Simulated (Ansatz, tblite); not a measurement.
Forces on Li₆Al₄⁻ at its PBE-D4/def2-SVPD geometry. The state is a doublet with charge -1.

The xTB rows come from tblite. Another isomer (doublet) lies 0.49 eV lower at PBE0-D4/def2-TZVPD; other spin states weren't run for this one.

GFN1-xTB (tblite), largest force 0.60 eV/Å:

```xyz
10
positions Å, forces eV/Å
Al    1.093    1.041   -0.201    0.323    0.241   -0.381
Al   -1.489    0.012   -1.055   -0.136   -0.268   -0.515
Al    1.119   -0.920   -1.932    0.051    0.019   -0.145
Al   -0.311   -2.251   -0.221   -0.251   -0.383   -0.256
Li   -1.334    2.036    0.654    0.055    0.094    0.106
Li    0.006    1.528   -2.627   -0.181    0.180    0.119
Li    2.316   -1.348    0.517    0.007    0.133    0.412
Li   -2.752   -1.363    0.762    0.220    0.166    0.132
Li    1.583    1.709    2.274   -0.167   -0.284   -0.061
Li   -0.230   -0.444    1.829    0.079    0.101    0.589
```

PBE-D4/def2-TZVPD (Ansatz), largest force 0.08 eV/Å:

```
Al -0.016 -0.028 -0.012
Al 0.044 -0.020 0.021
Al -0.026 0.033 0.038
Al -0.005 0.036 0.012
Li 0.029 -0.040 -0.011
Li 0.001 -0.030 0.069
Li -0.048 0.033 -0.017
Li 0.049 0.025 -0.020
Li -0.017 -0.018 -0.036
Li -0.011 0.009 -0.045
```
